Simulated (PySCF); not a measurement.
# Löwdin shares of the frontier orbitals

C₂H₇ClNPSi₂.
Geometry (PBE0-D3(BJ)/def2-SVP, Å), atoms numbered from 1 in this order:
```xyz
14
C2H7ClNPSi2 angstrom
N     -0.0891    3.0842   -0.7239
C     -0.2655    2.1166   -0.1078
Si    -0.4502    0.5174    0.8273
P      0.8637   -1.1094    0.0032
Si     2.6415    0.1927   -0.5949
C      3.2097    1.1490    0.9349
Cl     4.7113    2.0335    0.5285
H     -1.8841    0.1280    0.7593
H     -0.0448    0.8133    2.2293
H      0.2479   -1.1007   -1.2863
H      2.2986    1.1444   -1.6872
H      3.7246   -0.7343   -1.0288
H      2.4625    1.8911    1.2529
H      3.4219    0.4823    1.7835
```

Computed, not measured: PySCF 2.14.0, density-fitted response routines, TDDFT wB97X-D/def2-SVPD, vertical, gas phase, core orbitals frozen in the response.

Frontier orbitals with the atoms that hold most of them (Löwdin shares over 4%, at most four atoms; ? is withheld):

```tsv
orbital	ε (eV)	atoms
LUMO+2	0.96	Si3 21%, C2 17%, N1 16%, P4 16%
LUMO+1	0.77	Si3 18%, P4 13%, Cl7 11%, C2 10%
LUMO	0.58	C2 23%, P4 21%, Si3 21%, N1 20%
HOMO	?	?
HOMO-1	-10.34	?
HOMO-2	-10.75	Cl7 78%, C6 13%, H14 4%
HOMO-3	-11.01	P4 29%, Si5 17%, Si3 16%, H12 9%
```

(1) Give the leading atoms of the HOMO.

(2) Which atoms hold the HOMO-1, and with what shares?

(3) What is the HOMO energy, and the HOMO–LUMO gap?

## Answers

(1) P4 (bonded to 2 Si and H) 55%; Si5 (bonded to C, P and 2 H) 11%; Cl7 (bonded to C) 11%; Si3 (bonded to C, P and 2 H) 7%. By element: phosphorus 55%, silicon 18%, chlorine 11%.

(2) Cl7 (bonded to C) 48%; P4 (bonded to 2 Si and H) 15%; C6 (bonded to Cl, Si and 2 H) 14%; Si5 (bonded to C, P and 2 H) 9%.

(3) ε(HOMO) = -9.74 eV; the gap is 10.33 eV (0.3795 hartree).

Problem. How does S1 compare with the orbital gap of 10.33 eV?

Solution. S1 is at 5.99 eV (f = 0.0091), 4.34 eV below the gap, made of HOMO→LUMO+1 (62%), HOMO→LUMO+2 (13%), HOMO→LUMO (13%). Its leading pair isn't HOMO and LUMO; the energies of that pair differ by 10.52 eV. 

Next come S2 at 6.28 eV (f 0.100), HOMO→LUMO (74%), HOMO→LUMO+1 (12%); S3 at 6.51 eV (f 0.014), HOMO→LUMO+2 (65%), HOMO→LUMO+1 (11%); S4 at 6.61 eV (f 0.083), HOMO→LUMO+3 (44%), HOMO-1→LUMO+1 (28%); S5 at 6.80 eV (f 0.023), HOMO→LUMO+3 (30%), HOMO-1→LUMO+1 (22%), HOMO-1→LUMO+3 (12%).

Löwdin shares depend on the basis, the more so with diffuse functions.

One conformer stands for the species.
